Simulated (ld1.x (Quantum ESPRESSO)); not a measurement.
Which change was made? (W, PAW)

ld1.x (Quantum ESPRESSO) 7.5 input, shortened:

```
&input
   title='W', zed=74., rel=1, dft='BP', iswitch=3,
   config='[Xe] 4f14 5d4 6s2 6p0'
 /
 &inputp
   pseudotype=3, lpaw=.true., tm=.true., lloc=-2, rcloc=2.50,
   nlcc=.false.,
   which_augfun='BESSEL', rmatch_augfun=2.00
 /
6
6S  1  0   2.00   0.00  1.95  2.50  0.0
6S  1  0   0.00   1.35  1.95  2.50  0.0
6P  2  1   0.00   0.00  3.30  3.60  0.0
6P  2  1   0.00   1.25  3.30  3.60  0.0
5D  3  2   4.00   0.00  1.85  2.25  0.0
5D  3  2   0.00   3.35  1.85  2.25  0.0
 &test
   configts(1)='5d4 6s2 6p0'
 /
```

Cutoffs, loose and tight: the cutoffs (Ry, on a coarse ladder) from which the occupation-weighted sum of valence levels, in a spherical-Bessel basis at the reference potential, stays within 10 and 1 mRy of its value at 400 Ry. They do not see the model core or the augmentation charge, which bear on the density cutoff. Test errors are all-electron minus pseudo excitation energies from the reference, over the configurations 5d4 6s1 6p0; 5d4 6s0 6p0; 5d3 6s0 6p0; 5d3 6s2 6p0; 5d4 6s0 6p2; 5d3 6s2 6p1; 5d5 6s0 6p0; variants that change the core or the reference have their own tests. The largest error is taken over the tests solved by every variant that gives reliable tests at all, those not shown here included: 5d3 6s0 6p0; 5d3 6s2 6p0; 5d3 6s2 6p1; 5d4 6s0 6p0; 5d4 6s0 6p2; 5d4 6s1 6p0; 5d5 6s0 6p0.

The base gives: outcome: generated; cutoff, loose: 18 Ry; cutoff, tight: 30 Ry; bound ghosts: none; largest test error (meV): -165.

Problem. After one change the result is: outcome: generated; cutoff, loose: 18 Ry; cutoff, tight: 30 Ry; bound ghosts: s; largest test error (meV): -255. Which change was it?
A. local potential all-electron potential smoothed inside 3.60 bohr (lloc = -1)
B. waves 6s (bound): rcut 1.95, rcutus 2.24 bohr; 6s channel at 1.35 Ry: rcut 1.95, rcutus 2.24 bohr
C. waves 5d (bound): rcut 1.85, rcutus 3.28 bohr; 5d channel at 3.35 Ry: rcut 1.85, rcutus 3.28 bohr

Solution. A. The others give: waves 5d (bound): rcut 1.85, rcutus 3.28 bohr; 5d channel at 3.35 Ry: rcut 1.85, rcutus 3.28 bohr → outcome: generated; cutoff, loose: 8 Ry; cutoff, tight: 12 Ry; bound ghosts: none; largest test error (meV): -292 | waves 6s (bound): rcut 1.95, rcutus 2.24 bohr; 6s channel at 1.35 Ry: rcut 1.95, rcutus 2.24 bohr → outcome: failed: new_paw_hamiltonian: negative rho.
